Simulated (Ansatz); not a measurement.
`CO[SiH2]C` + `BO` → `BO[SiH2]C` + CH₃OH at 700 K and 1 bar (ligand exchange at the Si–O bond).

Isolated molecules relaxed with PBE0-D4/def2-TZVP in Ansatz; ΔE leaves out vibrations. CCSD(T)/CBS adds triple-zeta CCSD(T) − MP2 to the extrapolated MP2 energy (def2 sets, frozen cores). This one scheme is used for every species. One conformer a species, not always the lowest.

| species | CCSD(T)/CBS energy (Eh) | H − E (kJ/mol) | S (J/(mol·K)) |
| --- | --- | --- | --- |
| `CO[SiH2]C` | -445.20896 | 329.8 | 453.3 |
| `BO` | -101.80414 | 126.4 | 277.4 |
| `BO[SiH2]C` | -431.39483 | 285.2 | 445.7 |
| CH₃OH | -115.61712 | 170.8 | 288.5 |

H − E and S are ideal-gas, rigid-rotor, harmonic terms from PBE0-D4/def2-TZVP, for one conformer and one mirror image of each species. 1 Eh = 2625.50 kJ/mol, R = 8.31446 J/(mol·K).

**Question.** By hand: ΔE, ΔH, ΔS and ΔG.

**Answer.** ΔE = (-431.39483) + (-115.61712) − (-445.20896) − (-101.80414) = 0.00115 Eh = 3.0 kJ/mol. Δ(H − E) = 285.2 + 170.8 − 329.8 − 126.4 = -0.2, so ΔH = 2.8 kJ/mol. ΔS = 445.7 + 288.5 − 453.3 − 277.4 = 3.5 J/(mol·K). ΔG = 2.8 − 700 × (3.5)/1000 = 0.3 kJ/mol.

**Question.** By hand: the equilibrium constant, and the temperature at which ΔG would vanish if ΔH and ΔS stayed fixed.

**Answer.** log₁₀ K = −ΔG/(RT ln 10) = 0.0. ΔG = 0 at ΔH/ΔS = 800 K, though so small a ΔH makes that figure unsure.

TΔS isn't small against ΔH here. The sign of ΔG lies within the doubt. A doubt of 5 kJ/mol in ΔE shifts log₁₀ K by 0.4 here. Other conformers and mirror images would add mixing entropy, several J/(mol·K) or more a flexible species. Modes under 60 cm⁻¹, often nearly free rotors, make the harmonic entropy too high. These are equilibria of isolated gas molecules and say nothing of rates. Largest T1 diagnostic: 0.014 (customary marks: 0.02 for closed shells, 0.045 for open ones).
